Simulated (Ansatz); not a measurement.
`F[SiH2][SiH](F)Br` + `C#COC=O` → `O=CO[SiH](F)Br` + `C#C[SiH2]F`  (formal exchange of groups at the Si–Si bond)

Computed with Ansatz on PBE0-D4/def2-TZVP structures; ΔE is electronic, products minus reactants. CBS: MP2 limit from def2 TZ/QZ plus the TZ coupled-cluster correction, frozen cores. This one scheme is used for every species. Functionals use def2-TZVPP. For Br outer-core shells are correlated without core-valence functions, which leaves a few kJ/mol of doubt a bond. Scalar relativity is left out up to krypton. One conformer a species, not always the lowest.

`F[SiH2][SiH](F)Br`:

Cartesian coordinates in Å:
```
F 2.201 0.471 0.246
Si 0.730 0.421 0.880
Si -0.765 -0.221 -0.817
F -2.241 -0.229 -0.203
Br -0.258 -2.272 -1.467
H 0.714 -0.576 1.978
H 0.405 1.770 1.408
H -0.786 0.637 -2.024
```

`C#COC=O`:

```xyz
7

C     1.116   -0.148   -1.565
C     0.744   -0.093   -0.431
O     0.414   -0.042    0.833
C    -0.919    0.121    1.145
O    -1.794    0.219    0.358
H     1.435   -0.196   -2.578
H    -0.996    0.140    2.237
```

`O=CO[SiH](F)Br`:

```xyz
8

O     0.932   -0.367    1.645
C     0.881    0.673    1.062
O     0.250    0.851   -0.108
Si   -0.518   -0.420   -0.865
F    -0.909    0.188   -2.269
Br   -2.348   -0.965    0.193
H     1.341    1.610    1.403
H     0.369   -1.570   -1.061
```

`C#C[SiH2]F`:

```xyz
7

C    -0.485    1.794   -0.638
C    -0.184    0.694   -0.247
Si    0.224   -0.975    0.344
F     1.808   -1.108    0.484
H    -0.747    2.768   -0.984
H    -0.377   -1.194    1.677
H    -0.239   -1.979   -0.637
```

```
             level  ΔE (eV)
            PBE-D4    -2.37
         r2SCAN-D4    -2.69
            B2PLYP    -2.79
              PBE0    -2.51
SCS-MP2/def2-TZVPP    -2.95
   CCSD/def2-TZVPP    -2.88
SCS-MP2/def2-QZVPP    -2.97
      HF/CBS(def2)    -3.00
```

(1) What does CCSD(T)/CBS give? (Estimate.)

Largest T1 diagnostic among the species: 0.016.

Answers

(1) The calculation gave: -2.87 eV. The listed levels differ from it by 0.50, 0.18, 0.08, 0.36, -0.08, -0.01, -0.10, -0.13 eV.

From PBE to PBE0 (25 % exact exchange), in def2-TZVPP and without D4, ΔE moves by −0.16 eV.
